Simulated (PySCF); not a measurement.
**Question.** Give a PBE0-D3(BJ)/def2-SVP geometry of `C=C(F)/C=C/C=C\F`.

**Answer.** 
```
atom  x, y, z in Å
C1    -3.0627    0.0084    0.3062
C2    -1.8867   -0.1789   -0.3058
F3    -1.8657   -0.6932   -1.5409
C4    -0.5800    0.1239    0.2389
C5     0.5752   -0.0903   -0.4254
C6     1.8787    0.2099    0.1164
C7     3.0303    0.0137   -0.5392
F8     3.0708   -0.4799   -1.7707
H9    -3.9964   -0.2533   -0.1926
H10   -3.0928    0.4252    1.3122
H11   -0.5705    0.5493    1.2468
H12    0.5329   -0.5151   -1.4321
H13    1.9534    0.6273    1.1242
H14    4.0225    0.2376   -0.1384
```

Orientation and origin are arbitrary. Atoms count from 1 in this order. Of the pairs four or more bonds apart, F3···H12 is among the closest relative to their van der Waals radii: 2.41 Å, 90 % of the sum of Bondi's values. The 8 heavy atoms lie in one plane (0.005 Å rms). The 5 C–C bonds span 1.339 Å (C1=C2, drawn double) to 1.448 Å (C2–C4, drawn single), a spread of 0.109 Å.

Bonds between heavy atoms (Å): C1=C2 1.339, C2–F3 1.338, C2–C4 1.448, C4=C5 1.350, C5–C6 1.443, C6=C7 1.340, C7–F8 1.327.

Computed with PBE0-D3(BJ)/def2-SVP geometry optimisation, gas phase in PySCF.

Point group: Cs (tolerance 0.08 Å). PBE0-D3(BJ)/def2-SVP frequencies: not computed here. The numbers are those of one conformer (C1–C2–C4–C5 180°, C4–C5–C6–C7 -179°).
